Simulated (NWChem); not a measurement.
All runs are NWChem calculations. System: H₄AsSi, charge 0, spin multiplicity 2, at a geometry optimised with UPBE0/def2-SVP. The structure started from a generated list of species. Its SCF solution wasn't tested for a lower state. Level: UHF/def2-TZVP.

The NWChem input:

```
start mol
memory heap 200 mb stack 900 mb global 1100 mb
geometry units angstroms nocenter noautoz noautosym
  Si    -1.441538    -0.564650     0.044795
  As     0.745509     0.340537    -0.025764
  H     -1.648913    -1.354973     1.298502
  H     -2.432895     0.552271     0.008146
  H     -1.680566    -1.461880    -1.128911
  H      1.342111    -1.068030     0.045358
end
basis spherical
  * library def2-tzvp
end
scf
  uhf
  nopen 1
  maxiter 100
  thresh 1e-7
  semidirect memsize 60000000 filesize 0
  # guess.movecs holds the orbitals of an unrestricted PBE0 run
  vectors input guess.movecs output mol.movecs
end
task scf energy
```

Part of the output:

```
             Northwest Computational Chemistry Package (NWChem) 7.3.0
             --------------------------------------------------------

                                NWChem Input Module
                                -------------------

 Scaling coordinates for geometry "geometry" by  1.889725989
 (inverse scale =  0.529177249)

                             Geometry "geometry" -> ""
                             -------------------------

 Output coordinates in angstroms (scale by  1.889725989 to convert to a.u.)

  No.       Tag          Charge          X              Y              Z
 ---- ---------------- ---------- -------------- -------------- --------------
    1 Si                  14.0000    -1.44153800    -0.56465000     0.04479500
    2 As                  33.0000     0.74550900     0.34053700    -0.02576400
    3 H                    1.0000    -1.64891300    -1.35497300     1.29850200
    4 H                    1.0000    -2.43289500     0.55227100     0.00814600
    5 H                    1.0000    -1.68056600    -1.46188000    -1.12891100
    6 H                    1.0000     1.34211100    -1.06803000     0.04535800

 Effective nuclear repulsion energy (a.u.)     149.5656865938

            Nuclear Dipole moment (a.u.)
            ----------------------------
        X                 Y               Z
 ---------------- ---------------- ----------------
     0.0000037795     0.0000170075     0.0000245664


 Summary of "ao basis" -> "" (spherical)
 ------------------------------------------------------------------------------
       Tag                 Description            Shells   Functions and Types
 ---------------- ------------------------------  ------  ---------------------
 *                         def2-tzvp                  on all atoms

 Summary of "ao basis" -> "ao basis" (spherical)
 ------------------------------------------------------------------------------
       Tag                 Description            Shells   Functions and Types
 ---------------- ------------------------------  ------  ---------------------
 Si                        def2-tzvp                13       37   5s5p2d1f
 As                        def2-tzvp                16       48   6s5p4d1f
 H                         def2-tzvp                 4        6   3s1p

                                 NWChem SCF Module
                                 -----------------

  ao basis        = "ao basis"
  functions       =   109
  atoms           =     6
  alpha electrons =    26
  beta  electrons =    25
  charge          =   0.00
  wavefunction    = UHF
  use symmetry    = F
  symmetry adapt  = F

 Summary of "ao basis" -> "ao basis" (spherical)
 ------------------------------------------------------------------------------
       Tag                 Description            Shells   Functions and Types
 ---------------- ------------------------------  ------  ---------------------
 Si                        def2-tzvp                13       37   5s5p2d1f
 As                        def2-tzvp                16       48   6s5p4d1f
 H                         def2-tzvp                 4        6   3s1p

 Forming initial guess at       0.1s

 Starting SCF solution at       0.1s

 ----------------------------------------------
         Quadratically convergent UHF

 Convergence threshold     :          1.000E-07
 Maximum no. of iterations :          100
 Integral*density screening:          1.000E-09
 ----------------------------------------------
[...]
  ----- ------------  ---------------      ----- ------------  ---------------
   105      0.246147  6 H  s                 54     -0.234136  2 As py
    53      0.232150  2 As px                15     -0.197096  1 Si px
    43     -0.183919  2 As s                 42     -0.171667  2 As s
   106      0.164246  6 H  s                 57     -0.154646  2 As py
    93      0.151949  4 H  s

 Vector   25  Occ=1.000000D+00  E=-3.653829D-01
              MO Center=  3.6D-01,  2.2D-01, -1.6D-02, r^2= 3.1D+00
   Bfn.  Coefficient  Atom+Function         Bfn.  Coefficient  Atom+Function
  ----- ------------  ---------------      ----- ------------  ---------------
    53      0.284888  2 As px                54      0.282810  2 As py
    57      0.268671  2 As py                56      0.254370  2 As px
    43      0.251157  2 As s                 42      0.229387  2 As s
    15     -0.215811  1 Si px                48     -0.165652  2 As py
    47     -0.162051  2 As px

 Vector   26  Occ=0.000000D+00  E= 2.130719D-02
              MO Center=  4.7D-01,  2.2D-01, -1.6D-02, r^2= 3.2D+00
   Bfn.  Coefficient  Atom+Function         Bfn.  Coefficient  Atom+Function
  ----- ------------  ---------------      ----- ------------  ---------------
    58      0.618578  2 As pz                20      0.334085  1 Si pz
    55      0.292962  2 As pz               100      0.288243  5 H  s
    88     -0.284702  3 H  s                 49     -0.226963  2 As pz

 Vector   27  Occ=0.000000D+00  E= 1.202486D-01
              MO Center= -1.1D+00, -5.4D-01,  4.1D-02, r^2= 7.7D+00
   Bfn.  Coefficient  Atom+Function         Bfn.  Coefficient  Atom+Function
  ----- ------------  ---------------      ----- ------------  ---------------
    43     -1.697970  2 As s                 18      1.612189  1 Si px
    56      1.109389  2 As px                 5      0.947810  1 Si s
    57      0.578063  2 As py                19      0.540130  1 Si py
    15      0.231356  1 Si px                94      0.225972  4 H  s
   106      0.193506  6 H  s

 Vector   28  Occ=0.000000D+00  E= 1.304813D-01
              MO Center=  1.7D-01, -2.7D-01,  1.2D-02, r^2= 6.2D+00
   Bfn.  Coefficient  Atom+Function         Bfn.  Coefficient  Atom+Function
  ----- ------------  ---------------      ----- ------------  ---------------
     5      1.482195  1 Si s                106     -1.319425  6 H  s
    56      0.865075  2 As px                88     -0.761892  3 H  s
   100     -0.734528  5 H  s                 57     -0.721514  2 As py
    43      0.524487  2 As s                 94     -0.519512  4 H  s
     4      0.244411  1 Si s                  3     -0.159810  1 Si s

 center of mass
 --------------
 x =   0.19563666 y =   0.11235720 z =  -0.00799177

 moments of inertia (a.u.)
 ------------------
          92.066076007820        -153.782880351929          12.153176447207
        -153.782880351929         410.987226132067           5.329185918021
          12.153176447207           5.329185918021         480.985469676329

  Mulliken analysis of the total density
  --------------------------------------

    Atom       Charge   Shell Charges
 -----------   ------   -------------------------------------------------------
    1 Si  14    13.77   2.00  0.58  1.39  0.82  0.43  4.12  1.73  0.52  1.49  0.37  0.12  0.18  0.02
    2 As  33    33.14   2.00  2.00  1.17  0.78  0.96  0.88  5.99  5.77  0.36  1.70  1.41  8.94  1.06  0.01  0.08  0.01
    3 H    1     1.04   0.24  0.56  0.23  0.01
    4 H    1     1.05   0.24  0.56  0.24  0.01
    5 H    1     1.04   0.24  0.56  0.23  0.01
    6 H    1     0.96   0.22  0.54  0.19  0.01

  Mulliken analysis of the alpha density
  --------------------------------------

    Atom       Charge   Shell Charges
 -----------   ------   -------------------------------------------------------
    1 Si  14     6.85   1.00  0.29  0.70  0.41  0.21  2.06  0.86  0.26  0.72  0.17  0.06  0.10  0.01
    2 As  33    17.11   1.00  1.00  0.58  0.39  0.48  0.46  3.00  2.89  0.19  1.11  0.95  4.47  0.53  0.01  0.05  0.00
    3 H    1     0.53   0.12  0.29  0.12  0.00
    4 H    1     0.52   0.12  0.28  0.12  0.00
    5 H    1     0.53   0.12  0.29  0.12  0.00
    6 H    1     0.45   0.11  0.25  0.09  0.01

   Mulliken analysis of the beta density
   -------------------------------------

    Atom       Charge   Shell Charges
 -----------   ------   -------------------------------------------------------
    1 Si  14     6.92   1.00  0.29  0.70  0.42  0.22  2.06  0.86  0.26  0.76  0.19  0.06  0.08  0.01
    2 As  33    16.03   1.00  1.00  0.58  0.39  0.48  0.42  3.00  2.88  0.17  0.60  0.46  4.48  0.53  0.00  0.03  0.01
    3 H    1     0.51   0.12  0.28  0.12  0.00
    4 H    1     0.52   0.12  0.28  0.12  0.00
    5 H    1     0.51   0.12  0.28  0.12  0.00
    6 H    1     0.51   0.12  0.29  0.10  0.01

   Mulliken analysis of the spin density
   -------------------------------------

    Atom       Charge   Shell Charges
 -----------   ------   -------------------------------------------------------
    1 Si  14    -0.06  -0.00 -0.00  0.00 -0.01 -0.01 -0.00  0.00 -0.01 -0.04 -0.02  0.01  0.01  0.00
    2 As  33     1.09  -0.00  0.00  0.00 -0.00  0.00  0.04  0.00  0.01  0.02  0.51  0.50 -0.01  0.00  0.00  0.01 -0.00
    3 H    1     0.02   0.00  0.01  0.00 -0.00
    4 H    1    -0.00  -0.00 -0.00 -0.00  0.00
    5 H    1     0.02   0.00  0.01  0.00 -0.00
    6 H    1    -0.06  -0.01 -0.03 -0.02  0.00

       Multipole analysis of the density wrt the origin
       ------------------------------------------------

     L   x y z        total         alpha         beta         nuclear
     -   - - -        -----         -----         ----         -------
     0   0 0 0     -0.000000    -26.000000    -25.000000     51.000000

     1   1 0 0     -0.089360     -0.678801      0.589437      0.000004
     1   0 1 0     -0.152468     -0.325118      0.172633      0.000017
     1   0 0 1      0.009646      0.024644     -0.015022      0.000025

     2   2 0 0    -26.386097   -123.088677   -120.049462    216.752043
     2   1 1 0     -0.796205    -39.585865    -38.657121     77.446780
     2   1 0 1      0.047256      3.144570      3.118919     -6.216233
     2   0 2 0    -26.308361    -38.377911    -36.886923     48.956473
     2   0 1 1      0.032483      1.349071      1.528426     -2.845014
     2   0 0 2    -25.840329    -20.743018    -15.855744     10.758432

 Task  times  cpu:       10.7s     wall:       10.7s

 Total times  cpu:       10.7s     wall:       10.7s
```
